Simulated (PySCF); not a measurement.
C₂H₂BCl. Atoms are numbered in the order given.

```xyz
6

B     -0.7751    -0.0679     0.0000
C     -0.1643     1.3153     0.0000
C      0.3051     2.4406     0.0000
H      0.7231     3.4311     0.0000
Cl     0.2513    -1.4935     0.0000
H     -1.9641    -0.2370     0.0000
```

The structure is a stationary point at B3LYP-D3(BJ)/def2-SVP.

Calculation: CAM-B3LYP/def2-TZVPD in PySCF.

The molecule is in vacuum.

Computed frontier levels, gap, dipole moment and polarisability:
```yaml
highest_occupied_level: -9.88 eV
lowest_empty_level: -1.32 eV
orbital_gap: 8.56 eV
dipole_moment: 1.57 D
quadrupole, principal values (traceless, Buckingham form, about the centre of nuclear charge): -4.24, -2.69, 6.92 D·Å
mean_static_polarisability: 52.6 bohr³ (7.79 Å³)
polarisability_principal_values: 36.5, 45.2, 76.1 bohr³
```
